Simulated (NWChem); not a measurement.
System: C2H7NOSi2; SMILES O[Si@H]1CC([SiH3])=N1

Here is an NWChem input.

```
start job
memory heap 200 mb stack 900 mb global 1100 mb
geometry units angstroms noautosym nocenter noautoz
  O      0.315300     2.822336    -0.572412
  Si    -0.018403     1.503341     0.374494
  C     -1.257261     0.155811    -0.150835
  C      0.025423    -0.686449     0.023923
  Si     0.133197    -2.586920    -0.086851
  N      1.057305     0.064094     0.279458
  H      0.547090     2.657807    -1.497479
  H     -0.163630     2.066141     1.737069
  H     -1.613558     0.170008    -1.187550
  H     -2.095322    -0.120425     0.499675
  H     -0.776091    -3.179643     0.932730
  H     -0.340008    -3.025529    -1.429503
  H      1.523579    -3.048724     0.138154
end
basis spherical
  O library 6-31g*
  Si library 6-31g*
  C library 6-31g*
  N library 6-31g*
  H library 6-31g*
end
dft
  xc b3lyp
  iterations 150
end
property
  shielding
end
task dft property
```

Coordinates come from a B3LYP/6-31G* (spherical d) optimisation. B3LYP is NWChem's, with the RPA form of VWN correlation.

GIAO values for the isolated, static molecule; σ is the absolute isotropic shielding, δ = σ(reference) − σ with the isolated reference molecule computed at the same levels (1H: tetramethylsilane, 15N: ammonia, 29Si: tetramethylsilane).

Atoms are numbered as in the input.

What results follow from this input? (B3LYP/6-31G* (spherical d), GIAO.) Quantities: δ Si2 (ppm); δ Si5 (ppm); δ N6 (ppm); δ H7 (ppm); δ H9 (ppm); δ H10 (ppm); δ H11 (rotor mean) (ppm).


```json
{
 "δ Si2 (ppm)": "4.4",
 "δ Si5 (ppm)": "-47.4",
 "δ N6 (ppm)": "457.6",
 "δ H7 (ppm)": "2.46",
 "δ H9 (ppm)": "2.19",
 "δ H10 (ppm)": "2.41",
 "δ H11 (rotor mean) (ppm)": "4.28"
}
```
